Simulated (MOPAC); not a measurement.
MOPAC input (PM3):

```
PM3 PRECISE GNORM=0.05 LET XYZ UHF MS=0.5 GEO-OK AUX(PRECISION=9) THREADS=1
C3H8BS

C    -1.98896100 1    1.02655100 1   -0.14373700 1
B    -0.85803500 1    0.02450100 1    0.00508700 1
C    -1.07246900 1   -1.51502600 1    0.25424900 1
S     0.78618100 1    0.75868000 1   -0.12993800 1
C     1.95107700 1   -0.62288800 1    0.07939600 1
H    -1.83169600 1    2.08648400 1   -0.31538200 1
H    -3.03286500 1    0.73448100 1   -0.08592600 1
H    -2.12938500 1   -1.78143200 1    0.30808200 1
H    -0.61872900 1   -2.11844300 1   -0.53837600 1
H    -0.60060500 1   -1.84183400 1    1.18633700 1
H     2.95727700 1   -0.21655400 1    0.00365500 1
H     1.82392500 1   -1.08723000 1    1.05532400 1
H     1.80548400 1   -1.36868100 1   -0.69958400 1
```

Output:

```
 *******************************************************************************
 **                                                                           **
 **                              MOPAC v23.2.5                                **
 **                                                                           **
 *******************************************************************************
 ** MOPAC's Digital Object Identifier: https://doi.org/10.5281/zenodo.6511958 **
 **                                                                           **
 ** Please cite the open-source release paper for use of this MOPAC version:  **
 ** J. E. Moussa and J. J. P. Stewart (2026)                                  **
 ** MOPAC: An open-source semiempirical molecular orbital program             **
 ** J. Open Source Softw., 11(119), 8025, https://doi.org/10.21105/joss.08025 **
 *******************************************************************************

                              PM3 CALCULATION RESULTS

 *******************************************************************************
 *  PM3        - The PM3 Hamiltonian to be used
 *  GEO-OK     - OVERRIDE INTERATOMIC DISTANCE AND OTHER SAFETY CHECKS
 *  UHF        - UNRESTRICTED HARTREE-FOCK CALCULATION
 *  MS=        - IN MECI, MAGNETIC COMPONENT OF SPIN =  0.5
 *  LET        - OVERRIDE SOME SAFETY CHECKS
 *  PRECISE    - TIGHTER CRITERIA TO BE USED
 *  XYZ        - CARTESIAN COORDINATE SYSTEM TO BE USED
 *  GNORM      - EXIT WHEN GRADIENT NORM DROPS BELOW 0.050
 *  AUX        - OUTPUT AUXILIARY INFORMATION
 *******************************************************************************
PM3 PRECISE GNORM=0.05 LET XYZ UHF MS=0.5 GEO-OK AUX(PRECISION=9) THREADS=1
 C3H8BS

   ATOM   CHEMICAL          X               Y               Z
  NUMBER   SYMBOL      (ANGSTROMS)     (ANGSTROMS)     (ANGSTROMS)

     1       C         -1.98896100  *   1.02655100  *  -0.14373700  *
     2       B         -0.85803500  *   0.02450100  *   0.00508700  *
     3       C         -1.07246900  *  -1.51502600  *   0.25424900  *
     4       S          0.78618100  *   0.75868000  *  -0.12993800  *
     5       C          1.95107700  *  -0.62288800  *   0.07939600  *
     6       H         -1.83169600  *   2.08648400  *  -0.31538200  *
     7       H         -3.03286500  *   0.73448100  *  -0.08592600  *
     8       H         -2.12938500  *  -1.78143200  *   0.30808200  *
     9       H         -0.61872900  *  -2.11844300  *  -0.53837600  *
    10       H         -0.60060500  *  -1.84183400  *   1.18633700  *
    11       H          2.95727700  *  -0.21655400  *   0.00365500  *
    12       H          1.82392500  *  -1.08723000  *   1.05532400  *
    13       H          1.80548400  *  -1.36868100  *  -0.69958400  *

          CARTESIAN COORDINATES

    NO.       ATOM           X           Y           Z

     1         C         -1.9890      1.0266     -0.1437
     2         B         -0.8580      0.0245      0.0051
     3         C         -1.0725     -1.5150      0.2542
     4         S          0.7862      0.7587     -0.1299
     5         C          1.9511     -0.6229      0.0794
     6         H         -1.8317      2.0865     -0.3154
     7         H         -3.0329      0.7345     -0.0859
     8         H         -2.1294     -1.7814      0.3081
     9         H         -0.6187     -2.1184     -0.5384
    10         H         -0.6006     -1.8418      1.1863
    11         H          2.9573     -0.2166      0.0037
    12         H          1.8239     -1.0872      1.0553
    13         H          1.8055     -1.3687     -0.6996

  H: (PM3): J. J. P. STEWART, J. COMP. CHEM. 10, 209 (1989).
  B: (PM3): J. J. P. STEWART, J. MOL. MOD., 10, 155-164 (2004)
  C: (PM3): J. J. P. STEWART, J. COMP. CHEM. 10, 209 (1989).
  S: (PM3): J. J. P. STEWART, J. COMP. CHEM. 10, 209 (1989).

           Empirical Formula: C3 H8 B S  =    13 atoms

      MOLECULAR POINT GROUP   :   Cs

          UHF CALCULATION, NO. OF ALPHA ELECTRONS =   15
                           NO. OF BETA  ELECTRONS =   14

          Geometry optimization using EF

          DIAGONAL MATRIX USED AS START HESSIAN

 CYCLE:     1  GRAD.:    63.613 HEAT:-0.8938071
 CYCLE:     2  GRAD.:   149.175 HEAT:  4.926167
 CYCLE:     3  GRAD.:   109.541 HEAT:-0.1127003
 CYCLE:     4  GRAD.:   146.870 HEAT:  4.870112
 CYCLE:     5  GRAD.:   140.761 HEAT:  4.090467
 CYCLE:     6  GRAD.:   125.593 HEAT:  3.693654
 CYCLE:     7  GRAD.:    94.567 HEAT:-0.3503767
 CYCLE:     8  GRAD.:   186.114 HEAT:  7.517113
 CYCLE:     9  GRAD.:   106.262 HEAT:  3.294456
 CYCLE:    10  GRAD.:   151.794 HEAT:  2.142527
 CYCLE:    11  GRAD.:   184.796 HEAT:  7.826922
 CYCLE:    12  GRAD.:   126.254 HEAT:  1.697369
 CYCLE:    13  GRAD.:   151.480 HEAT:  4.713254
 CYCLE:    14  GRAD.:   122.040 HEAT:  2.538240
 CYCLE:    15  GRAD.:   110.708 HEAT: 0.6421189
 CYCLE:    16  GRAD.:   134.043 HEAT:  2.082544
 CYCLE:    17  GRAD.:   114.602 HEAT:  2.879207
 CYCLE:    18  GRAD.:    43.074 HEAT: -3.503568
 CYCLE:    19  GRAD.:    41.550 HEAT: -3.688320
 CYCLE:    20  GRAD.:    17.375 HEAT: -4.271730
 CYCLE:    21  GRAD.:    19.427 HEAT: -4.316880
 CYCLE:    22  GRAD.:     6.545 HEAT: -4.460164
 CYCLE:    23  GRAD.:    32.809 HEAT: -4.159536
 CYCLE:    24  GRAD.:     1.604 HEAT: -4.478144
 CYCLE:    25  GRAD.:     4.037 HEAT: -4.478309
 CYCLE:    26  GRAD.:     3.657 HEAT: -4.487137
 CYCLE:    27  GRAD.:     2.071 HEAT: -4.498905
 CYCLE:    28  GRAD.:     1.088 HEAT: -4.507607
 CYCLE:    29  GRAD.:     0.609 HEAT: -4.510548
 CYCLE:    30  GRAD.:     0.568 HEAT: -4.511909
 CYCLE:    31  GRAD.:     1.061 HEAT: -4.515544
 CYCLE:    32  GRAD.:     0.733 HEAT: -4.517566
 CYCLE:    33  GRAD.:     0.313 HEAT: -4.518340
 CYCLE:    34  GRAD.:     0.140 HEAT: -4.518533
 CYCLE:    35  GRAD.:     0.131 HEAT: -4.518618
 CYCLE:    36  GRAD.:     0.072 HEAT: -4.518662
 CYCLE:    37  GRAD.:     0.021 HEAT: -4.518673

     GRADIENT =  0.02084 IS LESS THAN CUTOFF =  0.05000

 -------------------------------------------------------------------------------
 PM3 PRECISE GNORM=0.05 LET XYZ UHF MS=0.5 GEO-OK AUX(PRECISION=9) THREADS=1
 C3H8BS

     GEOMETRY OPTIMISED USING EIGENVECTOR FOLLOWING (EF).
     SCF FIELD WAS ACHIEVED

                              PM3 CALCULATION
                                                       MOPAC v23.2.5 Linux

          FINAL HEAT OF FORMATION =         -4.51867 KCAL/MOL =     -18.90613 KJ/MOL

          COSMO AREA              =        135.18 SQUARE ANGSTROMS
          COSMO VOLUME            =        126.71 CUBIC ANGSTROMS

          GRADIENT NORM           =          0.02084          =       0.00578 PER ATOM
          IONIZATION POTENTIAL    =          9.320161 EV
          ALPHA SOMO LUMO (EV)    =         -9.320  0.208
          BETA  SOMO LUMO (EV)    =        -10.093 -1.043
          NO. OF ALPHA ELECTRONS  =         15
          NO. OF BETA  ELECTRONS  =         14
          MOLECULAR WEIGHT        =         86.9662         POINT GROUP:  Cs

          MOLECULAR DIMENSIONS (Angstroms)

            Atom       Atom       Distance
            H    11    H     7     6.00523
            H     6    H     9     3.95802
            H    13    H    10     1.96290

          SCF CALCULATIONS        =         38

   ATOM   CHEMICAL          X               Y               Z
  NUMBER   SYMBOL      (ANGSTROMS)     (ANGSTROMS)     (ANGSTROMS)

     1       C         -1.94384464  *   0.97458206  *  -0.13585581  *
     2       B         -0.80472470  *   0.02725957  *   0.00406585  *
     3       C         -1.12538670  *  -1.46533963  *   0.24682600  *
     4       S          0.75096059  *   0.72446311  *  -0.12411496  *
     5       C          1.97376806  *  -0.59462096  *   0.07464291  *
     6       H         -1.83796813  *   2.04094574  *  -0.30790295  *
     7       H         -2.98153225  *   0.66232443  *  -0.07490917  *
     8       H         -2.19998193  *  -1.68302432  *   0.29305040  *
     9       H         -0.70695470  *  -2.09751729  *  -0.55041418  *
    10       H         -0.68860333  *  -1.81791689  *   1.19299383  *
    11       H          2.96908299  *  -0.14298912  *  -0.00823114  *
    12       H          1.90514708  *  -1.09053835  *   1.04934572  *
    13       H          1.88686775  *  -1.37024725  *  -0.69447343  *

                             CARTESIAN COORDINATES

   1    C       -1.943844639     0.974582059    -0.135855813
   2    B       -0.804724697     0.027259565     0.004065855
   3    C       -1.125386700    -1.465339631     0.246825996
   4    S        0.750960588     0.724463112    -0.124114960
   5    C        1.973768061    -0.594620965     0.074642907
   6    H       -1.837968131     2.040945739    -0.307902948
   7    H       -2.981532251     0.662324426    -0.074909170
   8    H       -2.199981933    -1.683024319     0.293050400
   9    H       -0.706954701    -2.097517288    -0.550414183
  10    H       -0.688603328    -1.817916887     1.192993827
  11    H        2.969082992    -0.142989119    -0.008231137
  12    H        1.905147078    -1.090538346     1.049345719
  13    H        1.886867750    -1.370247251    -0.694473430

           Empirical Formula: C3 H8 B S  =    13 atoms

      MOLECULAR POINT GROUP   :   Cs

          ALPHA EIGENVALUES
 -33.96357 -30.92067 -27.55681 -23.77275 -16.94972 -15.52951 -15.43067 -14.90491
 -13.86121 -13.66446 -12.59153 -11.92642 -11.21200 -10.68478  -9.32016   0.20767
   1.22243   1.65461   3.60594   3.61233   3.63978   3.82966   4.10101   4.51469
   4.67652   4.82939   5.01024   5.54187

           BETA EIGENVALUES
 -33.70910 -30.57256 -26.90423 -23.22692 -16.71151 -15.37712 -15.28607 -14.78677
 -13.75147 -13.62961 -12.36934 -11.71379 -10.49745 -10.09329  -1.04297   0.34318
   1.82937   2.40229   3.61015   3.62591   3.65680   3.99804   4.35018   4.69350
   4.73313   4.86791   5.31441   5.74482

              NET ATOMIC CHARGES AND DIPOLE CONTRIBUTIONS

  ATOM NO.   TYPE          CHARGE      No. of ELECS.   s-Pop       p-Pop
    1          C          -0.074156        4.0742     1.19103     2.88312
    2          B          -0.347633        3.3476     0.94849     2.39914
    3          C          -0.141149        4.1411     1.10771     3.03344
    4          S           0.233920        5.7661     1.84626     3.91982
    5          C          -0.201505        4.2015     1.14997     3.05153
    6          H           0.065390        0.9346     0.93461
    7          H           0.066507        0.9335     0.93349
    8          H           0.058838        0.9412     0.94116
    9          H           0.059588        0.9404     0.94041
   10          H           0.059587        0.9404     0.94041
   11          H           0.080703        0.9193     0.91930
   12          H           0.069955        0.9300     0.93005
   13          H           0.069954        0.9300     0.93005
 DIPOLE           X         Y         Z       TOTAL
 POINT-CHG.     1.607     0.364    -0.075     1.649
 HYBRID        -0.534    -1.583     0.260     1.691
 SUM            1.073    -1.219     0.184     1.634

          ATOMIC ORBITAL ELECTRON POPULATIONS

     Atom    s        px        py        pz
    1  C   1.19103   1.00398   0.99781   0.88133
    2  B   0.94849   0.90455   0.92508   0.56951
    3  C   1.10771   1.02682   1.00787   0.99875
    4  S   1.84626   1.06971   1.23535   1.61476
    5  C   1.14997   0.99931   1.00033   1.05190
    6  H   0.93461
    7  H   0.93349
    8  H   0.94116
    9  H   0.94041
   10  H   0.94041
   11  H   0.91930
   12  H   0.93005
   13  H   0.93005

                    (SZ)    =    0.500000
                    (S**2)  =    0.784817

          ATOMIC ORBITAL SPIN POPULATIONS

    Atom   Total    s     px     py     pz
         Atomic
    1  C  1.0132  0.060  0.072  0.091  0.791
    2  B -0.1217 -0.020 -0.048 -0.027 -0.027
    3  C  0.0130  0.001  0.002  0.006  0.004
    4  S  0.2609  0.007  0.027  0.025  0.202
    5  C -0.0417 -0.005 -0.016 -0.015 -0.005
    6  H -0.0680 -0.068
    7  H -0.0682 -0.068
    8  H -0.0033 -0.003
    9  H  0.0002  0.000
   10  H  0.0002  0.000
   11  H  0.0025  0.003
   12  H  0.0065  0.006
   13  H  0.0065  0.006

 **********************
 *                    *
 * JOB ENDED NORMALLY *
 *                    *
 **********************

 == MOPAC DONE ==
```

The geometry given is a B3LYP-D3(BJ)/def2-TZVP minimum.
